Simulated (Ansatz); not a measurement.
Job for Ansatz (an electronic-structure program): U-CCSD(T)/def2-TZVPP on ClIn (SMILES [Cl][In]), 2S+1 = 1, a spin state set in the input, which need not be the lowest. Elements past Kr take the def2 small-core potentials; no spin–orbit coupling. The run froze 14 orbitals, filled d shells among them.

Ansatz 0.2 input:
```yaml
crystal:
  periodic: [false, false, false]
  atoms:
    - {symbol: Cl, position_ang: [-0.00000000, -0.00000000, -1.81227113]}
    - {symbol: In, position_ang: [0.00000000, 0.00000000, 0.62874713]}
basis:
  gaussian:
    orbitals: def2-TZVPP
correlation: {method: ccsd_t, electrons: outside_noble_gas}
scf: {omitted_lower_state_checks: [cluster_reference]}
magnetization: {spin_polarized: true, initial_magnetization: 0}
```

It printed:

```
WARN ansatz: RAYON_NUM_THREADS=2 ignored (pool sized by the plan → 2); use --threads N
Functional definition: HF
these checks for a lower state are left out or cut short: cluster_reference
integrals: 0.14 GiB planned
737 factors; integrals over basis functions are off by at most 1.3e-3 eV
mean field: 0.32 GiB planned
mean field evaluation 1: about -17654.0660 eV, gradient 1.1e1 eV
mean field evaluation 2: about -17654.0791 eV, gradient 1.1e1 eV
mean field evaluation 4: about -17655.0544 eV, gradient 9.4e-1 eV
mean field evaluation 8: about -17655.0701 eV, gradient 1.7e-4 eV
mean field evaluation 16: about -17655.0258 eV, gradient 7.6e-1 eV
mean field -17655.07009847 eV, -648.8118590824 hartree, gradient 2.9e-6 eV, S^2 0.000000; 4 other end points of the search recorded, 0 dependent functions left out
14 core orbitals not correlated
reference -17655.07009847 eV, -648.8118590824 hartree; 5, 5 occupied and 73, 73 virtual orbitals, 737 factors
second order -6.36639330 eV of doubles, -0.00000000 eV of singles
coupled cluster: 0.35 GiB planned
cycle   1  -6.79723873 eV  change   -4.3e-1 eV  update   6.4e-2
cycle   2  -6.98099661 eV  change   -1.8e-1 eV  update   2.3e-2
cycle   3  -7.01472620 eV  change   -3.4e-2 eV  update   1.1e-2
cycle   4  -7.00938052 eV  change    5.3e-3 eV  update   2.5e-3
cycle   5  -7.00860586 eV  change    7.7e-4 eV  update   8.2e-4
cycle   6  -7.00861403 eV  change   -8.2e-6 eV  update   2.9e-4
cycle   7  -7.00858787 eV  change    2.6e-5 eV  update   1.1e-4
cycle   8  -7.00859523 eV  change   -7.4e-6 eV  update   4.3e-5
cycle   9  -7.00859694 eV  change   -1.7e-6 eV  update   1.0e-5
perturbative correction -0.28404967 eV, -0.0104386327 hartree
Total energy: -17662.36274508 eV, -649.0798589021 hartree
Checks for a lower state left out: cluster_reference
```

The calculation finished and met its thresholds.

Cost: very roughly 8 core-seconds.
